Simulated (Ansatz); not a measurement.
Geometry optimisation, RKS PBE0/def2-SVP in Ansatz 0.2.0.

The input (input.yaml):

```yaml
crystal:
  periodic: [false, false, false]
  atoms:
    - { symbol: B, position_ang: [0.0, 0.0, 0.0] }
    - { symbol: H, position_ang: [0.0, 0.0, 1.54] }
    - { symbol: Cl, position_ang: [1.6108, 0.0, -0.93] }
    - { symbol: Cl, position_ang: [-1.6108, 0.0, -0.93] }
    - { symbol: O, position_ang: [0.0715, -1.6212, 0.5392] }
    - { symbol: H, position_ang: [-0.475, -2.2058, -0.077] }
    - { symbol: H, position_ang: [0.0379, -0.8605, 1.537] }
basis:
  gaussian: { orbitals: def2-SVP }
hamiltonian:
  xc: pbe0
relax:
  f_tol: 0.15
  max_steps: 25
  restrain:
    - { distance: [0, 4], at: 1.41, k: 30.0 }
    - { distance: [6, 1], at: 0.66, k: 30.0 }
    - { distance: [0, 1], at: 2.39, k: 30.0 }
    - { distance: [6, 4], at: 2.21, k: 30.0 }
```

Command:

```bash
$ ansatz run input.yaml --threads 1 --pin off --max-ram 2048MiB --backend cpu --events-out ev --progress --plain --runs-dir out
```

Where does it end, and by what steps?

It converged. The restraints hold the end off the free minimum; the threshold counts their pulls, which the force column leaves out. Restrained pairs: B1–O5 (1.71 → 1.37 Å), H2–H7 (0.86 → 0.72 Å), B1–H2 (1.54 → 2.40 Å), O5–H7 (1.26 → 2.22 Å). After 8 steps the energy has fallen by 3.624 eV (the restraints' own energy left out); B1 moved furthest, 0.74 Å.

| step | energy less start (eV) | largest force component (eV/Å) | accepted |
| --- | --- | --- | --- |
| 0 | 0.0000 | 4.979 | yes |
| 1 | -0.8100 | 6.356 | yes |
| 2 | -2.0516 | 5.651 | yes |
| 3 | -3.0910 | 2.338 | yes |
| 4 | -3.5374 | 1.597 | yes |
| 5 | -3.5958 | 1.897 | no |
| 6 | -3.6261 | 1.382 | yes |
| 7 | -3.6297 | 1.598 | yes |
| 8 | -3.6245 | 1.794 | yes |

```xyz
7
Properties=species:S:1:pos:R:3
B 0.068 -0.574 -0.459
H -0.017 0.138 1.831
Cl 1.538 0.326 -0.748
Cl -1.495 0.131 -0.872
O 0.161 -1.856 0.018
H -0.702 -2.280 0.080
H 0.080 -0.573 1.829
```

Time of the run: 24 s on 1 thread of Arm Neoverse V2, with other jobs on the host, peak memory 0.15 GiB.
